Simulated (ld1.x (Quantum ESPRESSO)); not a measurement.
**F: excitation energies, all-electron against PAW**

- Element: fluorine (F)
- Generator: ld1.x (Quantum ESPRESSO) 7.5
- Type: PAW
- Functional: PBE
- Relativity: non-relativistic
- Frozen core: [He]
- Valence charge: 7
- Reference configuration: 2s2 2p5
- Partial waves: 2s (bound): rcut 0.65, rcutus 0.85 bohr; 2s channel at -1.35 Ry: rcut 0.65, rcutus 0.85 bohr; 2p (bound): rcut 1.40, rcutus 1.70 bohr; 2p channel at 4.1 Ry: rcut 1.40, rcutus 1.70 bohr
- Local potential: all-electron potential smoothed inside 1.35 bohr (lloc = -1)
- Core correction: Bessel-smoothed model core inside 0.55 bohr
- Augmentation charge: PSQ, inside the norm-conserving radii

Energies are relative to the spin-unpolarised reference configuration 2s2 2p5; without spin polarisation the order of configurations can differ from experiment.

(1) Give the all-electron excitation energy and the error of the potential for: 2s2 2p4; 2s2 2p3; 2s2 2p2; 2s2 2p5.3; 2s1 2p5; 2s2 2p1; 2s1 2p6.

## Answers

(1)

| valence configuration | charge | ΔE all-electron (eV) | error AE − PS (meV) |
| --- | --- | --- | --- |
| 2s2 2p4 | +1 | 19.402 | +5.3 |
| 2s2 2p3 | +2 | 57.796 | +5.6 |
| 2s2 2p2 | +3 | 118.439 | -22 |
| 2s2 2p5.3 | -0.3 | -2.673 | +0.5 |
| 2s1 2p5 | +1 | 38.408 | +7.3 |
| 2s2 2p1 | +4 | 204.237 | -44 |
| 2s1 2p6 | 0 | 18.724 | -0.3 |
